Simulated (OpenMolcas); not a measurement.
Ionisation energies of antimony

```
Program             : OpenMolcas 26.06
Basis               : ANO-RCC-VQZP [8s7p5d3f2g]
Scalar Hamiltonian  : DKH2, point nucleus
Spin-orbit coupling : RASSI with atomic mean-field integrals over the reference wave functions, term energies averaged over their components
```

Active shells in each charge state: the valence s, p shells, with orbitals averaged over the low states. Where CASPT2's correlated closed shells are named, they are those of the first ion.

A. CASSCF
B. SS-CASPT2, IPEA 0.25 Eh, imaginary shift 0.1 Eh (closed shells correlated: 4d)
C. SS-CASPT2, IPEA 0.25 Eh, imaginary shift 0.1 Eh (closed shells correlated: none)
D. SS-CASPT2, IPEA 0 Eh, imaginary shift 0.1 Eh (closed shells correlated: 4d)
E. SS-CASPT2, IPEA 0.25 Eh, imaginary shift 0.1 Eh (closed shells correlated: 4s 4p 4d)

Energies in eV between the lowest computed levels, named as in B; reference values from the NIST Atomic Spectra Database with their kind.

```csv
From,To,A,B,C,D,E,Spin-orbit share in B,Reference
Sb+ 5s² 5p² ³P₀,Sb2+ 5s² 5p ²P°_1/2,15.801,16.640,16.331,16.745,16.655,+0.049,16.626 (measured)
Sb2+ 5s² 5p ²P°_1/2,Sb3+ 5s² ¹S₀,24.139,25.224,24.751,25.324,25.260,+0.477,25.323 (measured)
Sb3+ 5s² ¹S₀,Sb4+ 5s ²S_1/2,42.505,43.505,42.573,43.508,43.610,+0.000,43.804 (measured)
Sb4+ 5s ²S_1/2,Sb5+ 4d¹⁰ ¹S₀,53.377,54.875,53.377,54.922,55.025,+0.000,55.000 (semi-empirical)
```

Steps that some method lacks are left out, and so are those with a state whose active s or d shell is doubly occupied in every root (s and p with five to eight electrons, d10) over a frozen core shell of the same l, since the two then mix freely.

Error against the reference values, in %:

| From | Reference | A | B | C | D | E |
| --- | --- | --- | --- | --- | --- | --- |
| Sb+ | measured | -5.0 | +0.1 | -1.8 | +0.7 | +0.2 |
| Sb2+ | measured | -4.7 | -0.4 | -2.3 | 0 | -0.2 |
| Sb3+ | measured | -3.0 | -0.7 | -2.8 | -0.7 | -0.4 |
| Sb4+ | semi-empirical | -3.0 | -0.2 | -3.0 | -0.1 | 0 |

Mean absolute error over the 3 measured values: A 1.10 eV, B 0.14 eV, C 0.70 eV, D 0.14 eV, E 0.10 eV. E lies closest.

° marks odd parity.
